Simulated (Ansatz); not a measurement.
Start from `C[Si](C)(F)I` and change one atom or group to get `C[Si](C)(F)S`.

Ansatz, PBE0-D4/def2-TZVP geometries, multiplicity 1. Each molecule was computed in one conformer, which needn't be the lowest.

Elements past krypton have def2 core potentials.

```tsv
property	`C[Si](C)(F)I`
LUMO energy (B3LYP/def2-TZVPP) / eV	-0.09
HOMO energy (PBE0/def2-TZVPP) / eV	-7.58
LUMO energy (ωB97M-V/def2-TZVPP) / eV	2.01
size of the dipole moment (B3LYP/def2-TZVPP) / D	2.44
size of the dipole moment (PBE/def2-TZVPP) / D	2.39
HOMO–LUMO gap (ωB97M-V/def2-TZVPP) / eV	11.72
```

Question: Give the same properties after the change, and the shifts. (Best estimate.)

Answer: Computed: 
```json
{"property": "LUMO energy (B3LYP/def2-TZVPP) / eV", "`C[Si](C)(F)S`": "0.00", "shift": "0.09"}
{"property": "HOMO energy (PBE0/def2-TZVPP) / eV", "`C[Si](C)(F)S`": "-7.38", "shift": "0.20"}
{"property": "LUMO energy (ωB97M-V/def2-TZVPP) / eV", "`C[Si](C)(F)S`": "1.94", "shift": "-0.07"}
{"property": "size of the dipole moment (B3LYP/def2-TZVPP) / D", "`C[Si](C)(F)S`": "2.68", "shift": "0.24"}
{"property": "size of the dipole moment (PBE/def2-TZVPP) / D", "`C[Si](C)(F)S`": "2.63", "shift": "0.24"}
{"property": "HOMO–LUMO gap (ωB97M-V/def2-TZVPP) / eV", "`C[Si](C)(F)S`": "11.52", "shift": "-0.20"}
```

With PBE0 the HOMO rises by 0.20 eV and the LUMO rises by 0.15 eV, so the gap narrows by about 0.05 eV. PBE moves the HOMO by 0.30 eV and ωB97M-V by 0.13 eV. Dipoles are sizes alone; their direction can turn.

B3LYP here is the variant with VWN-RPA as its local correlation; programs differ in this.

Spin–orbit coupling is left out; it splits and shifts lone-pair levels of the heavy atoms by tenths of an eV.
